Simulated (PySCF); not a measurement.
## How methods differ on the excitation energy of P

P [Ne] 3s2 3p3 (4S) → P [Ne] 3s2 3p2 4s1 (4P), as a difference of total energies. Computed with PySCF 2.14 in x2c-QZVPPall with one added diffuse shell each of s, p, d, f type (10s7p5d3f1g, 86 functions), with scalar relativity by spin-free X2C-1e. Correlated levels: valence: [Ne] frozen; valence and next inner shell: 1s2 frozen. The calculations carry no spin-orbit coupling.

```csv
method,excitation energy (eV)
UHF,6.817
LDA,6.946
PBE,6.931
r2SCAN,7.272
wB97X-V,7.089
LC-wPBE,7.297
B3LYP,6.892
MP2 (valence),7.164
SCS-MP2 (valence),7.069
MP2 (valence and next inner shell),7.153
SCS-MP2 (valence and next inner shell),7.061
```

Question: Estimate what B2PLYP gives.

Answer: 6.982 eV, closest to LDA among the rows shown.

Question: Estimate what PBE0 gives.

Answer: 7.043 eV, closest to SCS-MP2 (valence and next inner shell) among the rows shown.

Errors of the correlated levels include the incompleteness of this basis and the frozen core.

The promoted electron is Rydberg-like, and one or two diffuse shells describe it only roughly, which tends to raise the upper state.

For comparison: 6.967 eV (measured; NIST levels, between the centres of gravity of the two terms).
